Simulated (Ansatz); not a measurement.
FH5SSi2, SMILES `F[SiH2][SiH2]S`. Charge 0, multiplicity 1.

```xyz
9

F     0.434    1.415   -1.575
Si    0.395    1.299    0.030
Si    0.057   -0.961    0.548
S    -1.619   -1.665   -0.586
H     1.677    1.841    0.552
H    -0.733    2.134    0.517
H    -0.332   -1.122    1.973
H     1.284   -1.764    0.295
H    -1.163   -1.178   -1.753
```

(1) What are the harmonic wavenumbers in cm⁻¹ at PBE0-D4/def2-TZVP (Ansatz, finite differences of forces, unscaled)? (An estimate is asked.)

(2) Is this a minimum?

(3) Give the ideal-gas thermochemistry at 298.15 K and 1 bar (rigid rotor, harmonic oscillator; point group C1, symmetry number 1).

(4) And at 400, 500, 600, 800 and 1000 K?

(5) Rotational constants (cm⁻¹)?

## Answers

(1) The calculation gave: 43, 94, 188, 202, 402, 414, 516, 539, 622, 722, 761, 831, 847, 886, 924, 948, 2207, 2221, 2230, 2237, 2704.

(2) Yes, all 21 modes are real.

(3) Zero-point energy 122.9 kJ/mol; H(298) − E = 144.3 kJ/mol; entropy 357.4 J/(mol·K), of which translation 167.7, rotation 115.3, vibration 74.4; G(298) − E = 37.7 kJ/mol. Modes under 100 cm⁻¹ are hindered rotations or soft bends, so the harmonic entropy is rough.

(4) 
| T (K) | H − E (kJ/mol) | S (J/mol/K) | G − E (kJ/mol) |
| --- | --- | --- | --- |
| 400 | 156.3 | 392.1 | -0.5 |
| 500 | 169.7 | 421.8 | -41.2 |
| 600 | 184.2 | 448.3 | -84.8 |
| 800 | 215.8 | 493.6 | -179.1 |
| 1000 | 249.9 | 531.6 | -281.7 |

(5) 0.1833, 0.05798, 0.04781.
